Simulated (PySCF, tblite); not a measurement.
Isomers of C4H10O2Si3, one GFN2-xTB conformer each. Single-point energies are computed at PBE0/pcSseg-1 (PySCF, gas phase, no added dispersion term), electronic only.

| SMILES | GFN2-xTB relative energy (kJ/mol) |
| --- | --- |
| CC(=O)[C@@H]1[SiH2][SiH2][SiH2]C1=O | 0.0 |
| C=C(C=O)[Si@H]([SiH3])[SiH2]C=O | 189.7 |

Conformers: `[CH3:1][C:2](=[O:3])[C@@H:4]1[SiH2:5][SiH2:6][SiH2:7][C:8]1=[O:9]` with C1–C2–C4–Si5 -106°, C2–C4–Si5–Si6 -68°, C4–Si5–Si6–Si7 -18°, Si5–Si6–Si7–C8 -8°, Si6–Si7–C8–O9 -129°; `[CH2:1]=[C:2]([CH:3]=[O:4])[Si@H:5]([SiH3:6])[SiH2:7][CH:8]=[O:9]` with C1–C2–C3–O4 -166°, C1–C2–Si5–Si6 -90°, C2–Si5–Si7–C8 89°, Si5–Si7–C8–O9 19°.

Question: What does PBE0/pcSseg-1 give for the same structures?

Answer: 
| SMILES | PBE0/pcSseg-1 E (Eh) | PBE0/pcSseg-1 (kJ/mol) | GFN2-xTB (kJ/mol) | point group |
| --- | --- | --- | --- | --- |
| CC(=O)[C@@H]1[SiH2][SiH2][SiH2]C1=O | -1176.57797 | 0.0 | 0.0 | C1 |
| C=C(C=O)[Si@H]([SiH3])[SiH2]C=O | -1176.52696 | 133.9 | 189.7 | C1 |

Both levels put the same isomer lowest. As drawn, the higher has a C=C bond outside aromatic rings, which the lower lacks.

Question: Which frontier levels, dipoles and rotational constants go with these structures?

Answer: 
```csv
SMILES,"HOMO (eV, PBE0/pcSseg-1)",LUMO (eV),dipole (D),"A, B, C (MHz)"
CC(=O)[C@@H]1[SiH2][SiH2][SiH2]C1=O,-6.83,-1.51,3.50,"1182, 969.7, 852.2"
C=C(C=O)[Si@H]([SiH3])[SiH2]C=O,-6.83,-2.35,3.26,"1128, 947.7, 699.1"
```

Question: What happens when harmonic zero-point energies from GFN2-xTB frequencies are added?

Answer: 
```
                             SMILES  ZPE (kJ/mol)  electronic (kJ/mol)  with ZPE (kJ/mol)
CC(=O)[C@@H]1[SiH2][SiH2][SiH2]C1=O         318.4                  0.0                0.0
    C=C(C=O)[Si@H]([SiH3])[SiH2]C=O         307.7                133.9              123.2
```

The zero-point energies span 10.7 kJ/mol. The order is unchanged.
